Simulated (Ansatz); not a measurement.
# What each rung costs, and what it gives

Saddle point of Si₃N₃H₁₂, doublet (Si₃N₂H₉ ([SiH3][NH][SiH][NH][SiH3]) + NH₃ → Si₂N₂H₇ ([NH2][SiH][NH][SiH3]) + SiNH₅ ([NH2][SiH3]); bonds formed: Si1–N8, N2–H7; bonds broken: Si1–N2, H7–N8), PBE0-D4/def2-TZVP structure:

```
atom    x (Å)    y (Å)    z (Å)
 Si1   0.7227   0.1344   0.8262
  N2   1.0715  -0.0361  -1.0446
 Si3  -0.1541  -0.7463  -2.0919
  N4  -0.4830   1.4396   0.8895
 Si5  -2.1469   1.2136   1.2873
  H6  -0.2467  -0.9943   1.0276
  H7   1.9045  -0.7727  -0.5393
  N8   2.2421  -1.1363   0.7522
  H9   1.4797   0.8093  -1.4296
 H10  -1.4146   0.0316  -2.0487
 H11  -0.3827  -2.1283  -1.6108
 H12   0.3604  -0.7696  -3.4863
 H13  -0.1257   2.3738   1.0264
 H14  -2.3689   0.6282   2.6415
 H15  -2.8024   0.2993   0.3132
 H16  -2.8369   2.5340   1.2498
 H17   2.0630  -2.0716   1.1006
 H18   3.1182  -0.8083   1.1370
```

Barriers are electronic and count from the start structure reached by relaxing down the imaginary mode. Spin–orbit coupling is left out.

Ansatz 0.2.0; basis: as named in each row; cores frozen in the correlated methods; orbitals are unrestricted. B3LYP uses VWN-RPA correlation. Extrapolation: Hartree–Fock as exp(−7.88 √X), correlation as X^−2.97.

Times are rough, for one single point on 4 threads of a shared host (AMD EPYC 7R13), with one NVIDIA H100 (or a share of it) where marked.

The estimate by CCSD(T) at an estimated basis limit (MP2 extrapolated from triple and quadruple zeta, plus CCSD(T) − MP2 in triple zeta) is 31.22 kcal/mol.

```tsv
method	basis	time (s)	barrier (kcal/mol)	method less estimate
BLYP-D4	def2-TZVPP	2 (H100)	29.87	-1.35
r2SCAN-D4	def2-TZVPP	3 (H100)	27.61	-3.61
PBE0-D4	def2-TZVPP	3 (H100)	27.92	-3.30
PBE-D4	def2-TZVPP	3 (H100)	24.34	-6.89
PBE-QIDH	def2-TZVPP	4 (H100)	29.86	-1.37
SPW92	def2-TZVPP	4 (H100)	16.83	-14.39
B97M-V	def2-TZVPP	4 (H100)	31.90	0.68
B2PLYP	def2-TZVPP	4 (H100)	31.67	0.45
B3LYP-D4	def2-TZVPP	5 (H100)	32.09	0.87
BHLYP-D4	def2-TZVPP	5 (H100)	36.60	5.38
RPA on PBE	def2-TZVPP	5 (H100)	30.75	-0.47
wB97M-V	def2-TZVPP	6 (H100)	30.78	-0.44
r2SCAN0-D4	def2-TZVPP	6 (H100)	29.92	-1.30
CAM-B3LYP-D4	def2-TZVPP	6 (H100)	32.34	1.12
wB97X-V	def2-TZVPP	8 (H100)	31.36	0.14
MP2	def2-QZVPP	14 (H100)	30.00	-1.23
CCSD(T)	def2-TZVPP	110 (H100)	31.34	0.12
```

All methods are single points on the PBE0-D4 structures.

The T1 diagnostic stays at or below 0.014. ⟨S²⟩ of the unrestricted Hartree–Fock references: 0.75 to 0.76 (a pure state has 0.75).

Labels in which every atom is bracketed show which atoms are joined, not bond orders.
